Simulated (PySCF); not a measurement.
**Finite-field polarisability of Br (bromine, neutral)**

[Ar] 3d10 4s2 4p5, 2P determinant. Calculation: PySCF 2.14, in aug-cc-pVDZ-DK (6s5p3d, 36 functions); scalar relativity by spin-free X2C-1e. Frozen: [Ar] 3d10. Energy changes in a uniform field (μhartree):

```tsv
axis	F (au)	HF	MP2	CCSD	CCSD(T)
x	0.0035	-101.673	-102.307	-102.815	-103.024
x	0.007	-406.735	-409.276	-411.311	-412.145
y	0.0032	-98.078	-100.073	-100.893	-101.264
y	0.0064	-392.399	-400.393	-403.672	-405.159
```

By symmetry the remaining axis equals y.

Question: Derive α along x at CCSD(T) from the two fields.

Answer: With ΔE = −αF²/2 − γF⁴/24, α = −(16 ΔE(F) − ΔE(2F))/(6F²) = 16.82 bohr³.

Question: And the mean polarisability at each level?

Answer: The components xx, yy, zz at CCSD(T) are 16.82, 19.78, 19.78, the third axis being equal by symmetry to one of the two computed. Means: HF 18.30, MP2 18.60, CCSD 18.73, CCSD(T) 18.79 bohr³. Reference: 21 ± 1 bohr³ (recommended; Schwerdtfeger and Nagle, table of static dipole polarizabilities (2023 update)).

CCSD(T) lies more than 5 % below the reference, which points to too few diffuse and polarisation functions.

A double-zeta set is small for polarisabilities.
